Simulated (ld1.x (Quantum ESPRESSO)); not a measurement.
## Reading a pseudo-wave (platinum)

Columns: radius, all-electron u(r) and pseudo u(r) of the 6s shell (level -6.50 eV) of platinum in the configuration [Xe] 4f14 5d8 6s2 6p0; PBE, scalar-relativistic, PAW scheme, ld1.x (Quantum ESPRESSO) 7.5.

```csv
r (bohr),all-electron,pseudo
0.202,0.0196,-0.0574
0.405,-0.1306,-0.1178
0.607,0.2276,-0.1826
0.810,0.3083,-0.2531
1.012,0.1462,-0.3279
1.215,-0.0916,-0.4052
1.418,-0.3088,-0.4809
1.620,-0.4723,-0.5498
1.822,-0.5810,-0.6071
2.025,-0.6436,-0.6486
2.228,-0.6700,-0.6701
2.430,-0.6702,-0.6702
2.632,-0.6523,-0.6523
2.835,-0.6221,-0.6221
3.037,-0.5844,-0.5844
3.240,-0.5425,-0.5425
3.442,-0.4991,-0.4991
3.645,-0.4557,-0.4557
3.847,-0.4138,-0.4138
4.050,-0.3737,-0.3737
4.252,-0.3364,-0.3364
4.455,-0.3016,-0.3016
4.658,-0.2697,-0.2697
4.860,-0.2407,-0.2407
5.062,-0.2144,-0.2144
5.265,-0.1905,-0.1905
```

Question: How many radial nodes do the two functions have?

Answer: The all-electron 6s function has n − l − 1 = 5 (the table is too coarse to show those close to the nucleus); the pseudo-wave has 0, since the states of the same l below it are removed with the core.

Question: At about which radius was the pseudo-wave matched?

Answer: 2.30 bohr, where the columns begin to agree (steps of 0.20 bohr).

Question: Where does each function peak?

Answer: Outermost all-electron maximum near 2.43 bohr, pseudo maximum near 2.43 bohr (to the table’s step).

Question: Is the pseudo-wave norm-conserving?

Answer: No, it belongs to a PAW set: the norm inside the radius is not constrained, and the difference is carried by the augmentation charge.
